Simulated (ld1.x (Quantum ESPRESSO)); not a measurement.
# Pseudopotential generation for Sm: ultrasoft, PBE, scalar-relativistic.

* Element: Sm
* Generator: ld1.x (Quantum ESPRESSO) 7.5
* Type: ultrasoft
* Functional: PBE
* Relativity: scalar-relativistic
* Frozen core: [Kr] 4d10
* Valence charge: 16
* Reference configuration: 4f6 5s2 5p6 5d0 6s1.5 6p0 (charge +0.5)
* Partial waves: 5s (bound): rcut 1.85, rcutus 2.15 bohr; 6s (bound): rcut 1.85, rcutus 2.15 bohr; 5p (bound): rcut 2.25, rcutus 3.15 bohr; 6p (bound, empty): rcut 2.25, rcutus 3.15 bohr; 5d (bound, empty): rcut 2.55, rcutus 3.45 bohr; 5d channel at 0.25 Ry: rcut 2.55, rcutus 3.45 bohr; 4f (bound): rcut 0.90, rcutus 1.00 bohr; 4f channel at 0.05 Ry: rcut 0.90, rcutus 1.00 bohr
* Local potential: all-electron potential smoothed inside 2.85 bohr (lloc = -1)
* Core correction: none
* Augmentation charge: PSQ, inside the norm-conserving radii

All-electron outer shells of the reference configuration (PBE, scalar-relativistic, ld1.x):

```csv
shell,level (eV),outermost node (bohr),outermost maximum (bohr)
4p,-250.36,0.30,0.56
4d,-131.69,0.28,0.59
5s,-46.20,0.69,1.27
5p,-26.16,0.73,1.43
6s,-5.92,1.70,3.57
4f,-5.37,–,0.61
5d,-4.31,0.84,2.14
6p,-3.17,2.04,4.64
```

(1) Is the overlap operator S = 1 + Σ q|β⟩⟨β| positive definite (Bessel basis up to 400 Ry)?

Results:

(1) No: its lowest eigenvalue is -0.063, in the p channel, so the generalised eigenproblem breaks down once the basis is large enough.

Its largest configuration-test error is -15 meV (4f6 5s2 5p6 5d0 6s1 6p0). Test run stopped at test 3 of 7 (negative rho).

The ghost test of this file was not conclusive. Its overlap operator is not positive definite in a basis up to 400 Ry (lowest eigenvalue p -0.06), so the file is unfit for use: the generalised eigenproblem breaks down once the basis is large enough, and its test numbers describe a broken file.
